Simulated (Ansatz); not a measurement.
The same molecule with X = F, Cl, Br. Ansatz, PBE0-D4/def2-TZVP geometries, multiplicity 1. Each molecule was computed in one conformer, which needn't be the lowest.

Scalar relativity is left out up to krypton.

```csv
X,molecule,mean X–Ga bond length / Å,LUMO energy (PBE/def2-TZVPP) / eV,size of the dipole moment (PBE/def2-TZVPP) / D,HOMO–LUMO gap (PBE/def2-TZVPP) / eV
F,`[NH2][Ga]([NH2])[F]`,1.758,-1.21,2.75,4.72
Cl,`[NH2][Ga]([NH2])[Cl]`,2.145,-1.18,2.66,4.73
```

Give the row for X = Br, `[NH2][Ga]([NH2])[Br]`. (An estimate is asked.)

Ansatz gave: 
```
 X                molecule  mean X–Ga bond length / Å  LUMO energy (PBE/def2-TZVPP) / eV  size of the dipole moment (PBE/def2-TZVPP) / D  HOMO–LUMO gap (PBE/def2-TZVPP) / eV
Br  `[NH2][Ga]([NH2])[Br]`                      2.289                              -1.29                                            2.62                                 4.64
```

From F to Br the mean X–Ga bond length rises at each step, by 0.531 Å in all; the LUMO energy (PBE/def2-TZVPP) isn't monotonic: highest at Cl, lowest at Br; the HOMO–LUMO gap (PBE/def2-TZVPP) isn't monotonic: highest at Cl, lowest at Br. Bonds lengthen as the atom grows down the group. Dipoles are sizes alone, and their direction can turn along the series.

Spin–orbit coupling is left out; it splits and shifts lone-pair levels of the heavy atoms by tenths of an eV.
